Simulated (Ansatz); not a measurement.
```xyz
11

B    -1.952    1.427    0.509
Ge   -0.075    0.606    0.530
O    -0.024   -0.716   -0.671
C     1.182   -1.419   -0.823
H    -2.800    1.013   -0.221
H    -2.208    2.337    1.239
H     1.036    1.620    0.158
H     0.308    0.005    1.906
H     2.006   -0.766   -1.141
H     1.488   -1.923    0.105
H     1.039   -2.183   -1.591
```

Charge 0, multiplicity 1.

Task: List the PBE0/def2-TZVPP orbital energies in eV (the Gaussian-basis code of Ansatz). (Estimate.)

Result: The calculation gave: Occupied: -10859.95, -1358.20, -1208.01, -1208.01, -1208.00, -522.24, -279.09, -185.52, -170.96, -120.78, -120.74, -120.71, -33.74, -33.60, -33.55, -33.51, -33.51, -27.60, -18.76, -15.83, -13.90, -12.38, -12.15, -12.12, -10.23, -9.74, -8.61, -8.30, -7.60. Lowest empty: -2.54, 0.50, 1.23, 1.71, 2.28, 2.74, 2.85, 3.21.
